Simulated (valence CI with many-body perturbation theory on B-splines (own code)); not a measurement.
**Ladder of approximations for In8+**

Calculated by relativistic CI+MBPT: five valence electrons over a frozen Dirac-Fock core [Kr], a basis of 7 s, 7 p, 8 d, 6 f, 4 g, 1 h functions for each j, with the one-electron correlation potential Σ1, the two-electron term Σ2, the three-electron term Σ3, Breit, model QED; selected CI, second order for the rest, scaled by the run's own slope (own B-spline code, finite nucleus).

No measured spectrum was set against this ion. As an estimate, terms of the open shell hold to 2 to 4 % of their energy, and close levels can change places; different configurations can be misplaced against each other by 1,000 to 8,000 cm⁻¹. Core correlation moves these levels by up to 23000 cm⁻¹, and in measured spectra 5 to 20 % of such shifts remained as error; rates that hang on mixing are uncertain with them. Among the levels kept, up to 1300 cm⁻¹ of a level comes from second order outside the variational space, and about a tenth of that is noise between levels of different J, which matters for small intervals. The list stops below the first excitations out of the core. Only levels of the ground parity were solved; by the run's estimate the other parity begins above the list, which can be wrong where configurations are misplaced.

Each rung adds one term. CI alone is the Dirac-Coulomb CI over the frozen core; QED comes last and gives the full result, which names the levels. Energies are above 4d5 6S_5/2 on the same rung, in eV.

Names give the largest LS component (configuration and term), which can be under half, so a name can repeat, a term be missing and a line seem to break the LS rules; names also repeat where a configuration has a term twice. Letters in brackets count levels of one name in rising energy.

```
         Level  CI alone       Σ1       Σ2       Σ3    Breit      QED    Full
    4d5 4G_5/2     4.399  -0.0026  -0.2797  -0.1711  +0.0244  -0.0019   3.969
    4d5 4G_7/2     4.694  +0.0227  -0.3500  -0.1518  +0.0018  -0.0002   4.217
   4d5 4G_11/2     4.775  +0.0278  -0.3635  -0.1463  -0.0127  +0.0002   4.281
    4d5 4G_9/2     4.817  +0.0308  -0.3559  -0.1455  -0.0110  +0.0006   4.336
    4d5 4P_5/2     4.772  +0.0187  -0.1536  -0.1937  +0.0139  -0.0009   4.457
    4d5 4D_3/2     4.858  +0.0109  -0.0780  -0.2023  +0.0172  -0.0011   4.605
    4d5 4P_1/2     5.106  +0.0205  -0.0147  -0.2024  +0.0063  -0.0001   4.916
    4d5 4D_7/2     5.607  +0.0314  -0.2708  -0.1930  -0.0058  +0.0005   5.170
    4d5 4D_1/2     5.933  +0.0449  -0.1403  -0.2012  -0.0161  +0.0020   5.622
    4d5 4D_5/2     5.960  +0.0374  -0.1232  -0.2087  -0.0112  +0.0013   5.655
    4d5 4P_3/2     6.067  +0.0477  -0.0753  -0.2034  -0.0223  +0.0025   5.816
   4d5 2I_11/2     6.848  +0.0382  -0.6017  -0.2111  -0.0075  +0.0001   6.066
   4d5 2I_13/2     7.174  +0.0537  -0.6323  -0.2038  -0.0295  +0.0014   6.364
4d5 2F_5/2 [a]     7.029  +0.0421  -0.0687  -0.2407  -0.0069  +0.0012   6.756
    4d5 4F_7/2     7.338  +0.0269  -0.2689  -0.3026  +0.0098  -0.0009   6.802
    4d5 4F_3/2     7.154  +0.0313  -0.1090  -0.2645  +0.0028  +0.0002   6.815
    4d5 4F_9/2     7.413  +0.0324  -0.3333  -0.2581  +0.0015  -0.0004   6.855
    4d5 4F_5/2     7.719  +0.0486  -0.1814  -0.2778  -0.0141  +0.0018   7.296
    4d5 2H_9/2     8.156  +0.0486  -0.2935  -0.2648  -0.0165  +0.0014   7.631
4d5 2F_7/2 [a]     8.074  +0.0648  -0.1624  -0.2438  -0.0254  +0.0024   7.709
4d5 2D_3/2 [a]     8.195  +0.0659  -0.1287  -0.2794  -0.0294  +0.0033   7.826
4d5 2G_7/2 [a]     8.646  +0.0609  -0.3536  -0.3120  -0.0318  +0.0029   8.012
4d5 2F_5/2 [b]     8.699  +0.0649  -0.2814  -0.2541  -0.0141  +0.0018   8.216
   4d5 2H_11/2     8.909  +0.0793  -0.3134  -0.2603  -0.0480  +0.0039   8.371
4d5 2G_9/2 [a]     9.156  +0.0783  -0.3510  -0.2707  -0.0442  +0.0040   8.572
4d5 2F_7/2 [b]     9.185  +0.0658  -0.3652  -0.2702  -0.0291  +0.0028   8.589
4d5 2F_5/2 [c]     9.338  +0.0859  -0.1101  -0.3458  -0.0609  +0.0062   8.914
    4d5 2S_1/2     9.739  +0.0560  -0.3508  -0.3442  -0.0102  +0.0016   9.091
4d5 2D_3/2 [b]    10.778  +0.0593  -0.2208  -0.3931  -0.0092  +0.0016  10.216
4d5 2D_5/2 [a]    11.059  +0.0769  -0.2119  -0.3746  -0.0306  +0.0033  10.522
4d5 2G_9/2 [b]    12.048  +0.0718  -0.4814  -0.4043  -0.0220  +0.0021  11.215
```

The middle columns are the shifts that each term adds.

Question: How does the ionisation energy move along the ladder, and which term matters most?

Answer: CI alone 153.21, + Σ1 154.91, + Σ2 156.64, + Σ3 156.65, + Breit 156.69, + QED 156.70 eV. The largest step is Σ2, 1.72 eV, with Σ1 about as large (1.70). NIST lists 156 ± 2.2 eV (theoretical).
